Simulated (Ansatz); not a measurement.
Consider the substitution at a C–B bond: `C=C(F)B(S)Cl` + `C=N` → `C=NC(=C)F` + `SBCl`.

Computed with Ansatz on PBE0-D4/def2-TZVP structures; ΔE is electronic, products minus reactants. CCSD(T)/CBS is the MP2 limit (def2-TZVPP, def2-QZVPP) plus CCSD(T) − MP2 in def2-TZVPP, frozen cores. This one scheme is used for every species. DFT in def2-TZVPP. B3LYP here is the variant with VWN-RPA as its local correlation; programs differ in this. Each species was taken in one conformer, which may not be the lowest.

```
             level  ΔE (eV)
         r2SCAN-D4     0.16
          B3LYP-D4     0.21
           ωB97X-V     0.23
           ωB97M-V     0.26
               PBE     0.14
     HF/def2-TZVPP     0.16
CCSD(T)/def2-TZVPP     0.25
    CCSD/CBS(def2)     0.27
```

Task: What does CCSD(T)/CBS give? (Estimate.)

Result: Ansatz gave: +0.27 eV. The listed levels differ from it by -0.11, -0.06, -0.04, -0.01, -0.13, -0.11, -0.02, 0.00 eV.

Largest T1 diagnostic among the species: 0.013.

The D4 term adds +0.06 eV with B3LYP and +0.04 eV with PBE0; it sums over pairs of atoms, weighted by their polarisabilities, and B3LYP, whose exchange is more repulsive, gets the larger term. In def2-TZVPP, CCSD(T) changes the Hartree–Fock value by +0.10 eV (the triples alone add −0.00 eV) and MP2 by +0.10 eV.
